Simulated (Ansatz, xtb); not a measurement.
A geometry optimisation of CHF3Si2+ with r2SCAN-D4/def2-SVP

The starting geometry of this gas-phase doublet was built from a drawn formula by distance geometry and a force field; its bonds are those of `F[Si+]1[CH][Si]1(F)F`.

| atom | x (Å) | y (Å) | z (Å) |
| --- | --- | --- | --- |
| C | -1.4048 | -0.2943 | -0.2698 |
| F | -1.4750 | 0.0019 | -2.9579 |
| F | -4.0418 | 0.2757 | -0.2062 |
| F | -2.3494 | 1.7449 | 1.2641 |
| Si | -0.9553 | 0.6736 | -1.6188 |
| Si | -2.6594 | 0.9631 | -0.1222 |
| H | -1.6038 | -1.3095 | -0.2476 |

Question: Where would you expect an optimisation with r2SCAN-D4/def2-SVP to take it?

Answer: A bond breaks, leaving `F/[Si+]=C/[Si](F)F`. Contacts that open: Si5–Si6 (2.29 → 3.10 Å).

The energy falls by 2.43 eV over 15 steps:

```json
{"step": "1", "E − E(last) (eV)": "2.432"}
{"step": "3", "E − E(last) (eV)": "1.370"}
{"step": "4", "E − E(last) (eV)": "1.124"}
{"step": "6", "E − E(last) (eV)": "0.678"}
{"step": "7", "E − E(last) (eV)": "0.468"}
{"step": "9", "E − E(last) (eV)": "0.188"}
{"step": "10", "E − E(last) (eV)": "0.075"}
{"step": "12", "E − E(last) (eV)": "0.005"}
{"step": "13", "E − E(last) (eV)": "0.000"}
{"step": "15", "E − E(last) (eV)": "0.000"}
```

Final geometry (Å):

```yaml
atoms:
  - { symbol: C, position_ang: [-1.9741, -0.0967, -0.8179] }
  - { symbol: F, position_ang: [-0.0492, -0.2680, -2.9614] }
  - { symbol: F, position_ang: [-3.9313, 0.0133, 1.3498] }
  - { symbol: F, position_ang: [-2.7251, 2.2435, 0.7080] }
  - { symbol: Si, position_ang: [-0.7898, 0.6370, -1.8839] }
  - { symbol: Si, position_ang: [-2.8793, 0.7043, 0.4106] }
  - { symbol: H, position_ang: [-2.1406, -1.1779, -0.9638] }
```

From the same start GFN2-xTB reaches the same bonding as this run.

The end wasn't checked by frequencies. Open shells are spin-unrestricted. Run with Ansatz 0.2.0, 99 s on 2 threads of Intel(R) Xeon(R) Platinum 8259CL CPU @ 2.50GHz (Skylake/Cascade Lake) (shared host).
